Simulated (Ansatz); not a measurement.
Ansatz (a first-principles code) input (B3LYP/6-311+G**): The .json file is the Basis Set Exchange's 6-311+G**.

Ansatz 0.2 input:
```yaml
crystal:
  periodic: [false, false, false]
  atoms:
    - {symbol: B, position_ang: [-0.27022800, -0.66963600, 0.31892400]}
    - {symbol: H, position_ang: [-1.17342200, -1.47140600, 0.40207600]}
    - {symbol: O, position_ang: [0.82618200, -1.03693400, 1.13524000]}
    - {symbol: H, position_ang: [1.52048100, -0.37518800, 1.04024700]}
    - {symbol: P, position_ang: [-0.26875400, 0.85399800, -0.72281700]}
    - {symbol: H, position_ang: [-1.57406900, 0.68027400, -1.27660800]}
basis:
  gaussian:
    orbitals: 6-311+G__.json
hamiltonian:
  xc: {name: B3LYP}
total_charge: -1
output: {forces: true}
```

Output:

```
Functional definition: B3LYP
integrals: 0.03 GiB planned
812 factors; their error is unknown
mean field: 0.25 GiB planned
mean field evaluation 1: about -12063.6705 eV, gradient 1.9e1 eV
mean field evaluation 2: about -12063.7433 eV, gradient 2.0e1 eV
mean field evaluation 4: about -12064.8231 eV, gradient 1.5e0 eV
mean field evaluation 8: about -12064.8271 eV, gradient 2.7e-2 eV
mean field evaluation 16: about -12064.8210 eV, gradient 1.8e-5 eV
mean field -12064.82096305 eV, -443.3739925628 hartree, gradient 1.8e-5 eV, S^2 0.000000; 0 other end points of the search recorded, 0 dependent functions left out
the calculation of the forces begins
reference -12064.82121993 eV, -443.3740020027 hartree; 16, 16 occupied and 77, 77 virtual orbitals, 812 factors
Total energy: -12064.82121993 eV, -443.3740020027 hartree
Atom 0 at    -0.270228    -0.669636     0.318924 Å, force    -0.059164    -0.251998     0.141933 eV/Å
Atom 1 at    -1.173422    -1.471406     0.402076 Å, force     0.009855     0.043013    -0.024352 eV/Å
Atom 2 at     0.826182    -1.036934     1.135240 Å, force     0.046540     0.066896    -0.021789 eV/Å
Atom 3 at     1.520481    -0.375188     1.040247 Å, force     0.011275    -0.028177     0.025090 eV/Å
Atom 4 at    -0.268754     0.853998    -0.722817 Å, force     0.065467     0.165611    -0.079578 eV/Å
Atom 5 at    -1.574069     0.680274    -1.276608 Å, force    -0.073973     0.004654    -0.041305 eV/Å
Dipole moment:     0.282681    -0.182719     0.270692 e Å
```

The dipole moment of an ion depends on the origin.

The geometry given is a B3LYP-D3(BJ)/def2-TZVP minimum.
